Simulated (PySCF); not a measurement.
# A thermochemical cycle for InH

CCSD(T) in PySCF with def2-TZVP on every atom (core potentials on In), for the lowest determinant that a PBE0 search found; no spin–orbit coupling. InH, a singlet (closed shell), has De = 2.61 eV to neutral atoms, and InH⁺, a doublet (σ ↑), has De = 0.19 eV to In⁺ + H.

The adiabatic ionisation energy of InH, between the minima, is 7.94 eV.

Q: Which ionisation energy of the In atom does this level give?

A: IE(In) = IE(molecule) + De(ion) − De(neutral) = 7.94 + 0.19 − 2.61 = 5.52 eV; the measured value is 5.786 eV (NIST ASD).

Correlated steps freeze 4 core orbitals. Weak bonds: InH⁺. Basis-set superposition, not corrected here, can be much of De in a small basis, most of all at correlated wavefunction levels. These are scalar-relativistic numbers at best; spin–orbit coupling would shift them, the dissociation energy most. For an ion De counts to the pair picked by the measured ionisation energies or electron affinities, which need not be the lowest pair at this level. Where the molecule has an RHF reference, its open-shell atoms are computed with UHF. States were picked by a PBE0 search and need not be the measured ground states.
